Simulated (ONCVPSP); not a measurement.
**What the settings do to the ONCV potential of Mo**

Base potential:

```json
{
 "Element": "molybdenum (Mo)",
 "Generator": "ONCVPSP 4.0.1",
 "Type": "optimised norm-conserving Vanderbilt (ONCV)",
 "Functional": "PBE",
 "Relativity": "scalar-relativistic",
 "Frozen core": "[Ar] 3d10",
 "Valence charge": "14",
 "Reference configuration": "4s2 4p6 4d5 5s1",
 "Partial waves": "4s+5s: rc 1.75 bohr, ncon 3, nbas 7, qcut 5.4 1/bohr, 2 projectors; 4p: rc 1.25 bohr, ncon 4, nbas 7, qcut 6.7 1/bohr, 1 projector; 4d: rc 2.35 bohr, ncon 4, nbas 9, qcut 7.9 1/bohr, 2 projectors, debl 1.6 Ha",
 "Local potential": "polynomial inside 0.95 bohr (lpopt 2, dvloc0 -1 Ha)",
 "Core correction": "Teter function, fcfact 1.75, rcfact 1.05"
}
```

All-electron outer shells of the reference configuration (PBE, scalar-relativistic, ld1.x):

| shell | level (eV) | outermost node (bohr) | outermost maximum (bohr) |
| --- | --- | --- | --- |
| 3d | -220.98 | – | 0.32 |
| 4s | -64.35 | 0.51 | 0.99 |
| 4p | -38.49 | 0.52 | 1.08 |
| 5s | -4.09 | 1.34 | 2.93 |
| 4d | -3.75 | 0.53 | 1.38 |

Cutoffs, loose and tight: the cutoffs (Ha) at which the residual kinetic energy of the hardest occupied pseudo-wave falls to 1 and 0.1 mHa per electron. They do not see the model core or the augmentation charge, which bear on the density cutoff. Test errors are all-electron minus pseudo excitation energies from the reference, over the configurations 4s2 4p6 4d5 5s0; 4s2 4p6 4d4 5s0; 4s2 4p6 4d3 5s0; 4s2 4p5 4d5 5s1. A dash means not determined; rows that change the core or the reference have their own tests.

| change | outcome | cutoff, loose | cutoff, tight | bound ghosts | GHOST(+) flags above zero | largest test error (meV) |
| --- | --- | --- | --- | --- | --- | --- |
| base | generated | 50 Ha | 90 Ha | none | s | -32 |
| d: qcut 4.7 | generated | 50 Ha | 90 Ha | none | s, d | -127 |
| d: qcut 5.8 | generated | 50 Ha | 90 Ha | none | s | -74 |
| d: qcut 7 | generated | 50 Ha | 90 Ha | none | s | -45 |
| d: qcut 8 | generated | 50 Ha | 90 Ha | none | s | -31 |
| d: qcut 9.7 | generated | 50 Ha | 90 Ha | none | s | -51 |
| d: qcut 11.7 | generated | 50 Ha | 90 Ha | none | s, d | 4 of 4 tests not solved or not reliable |

Problem. What comes out with this change to the base: d: qcut 10.2?

Solution. outcome: failed: ERROR pspot: first pseudo wave function has node, program will stop. Cause: the optimised pseudo-wave of the first projector has a node, so the radial equation cannot be inverted for a potential.

Reading the sweep of the qcut of the d channel (base included, trends over the rows without a ghost): The loose cutoff stays near 50 Ha. The median size of the test errors (rows with all tests solved) is not monotonic: lowest 6.2 meV at 8 1/bohr, highest 47.5 meV at 4.7 1/bohr. The generation fails at 10.2 1/bohr.
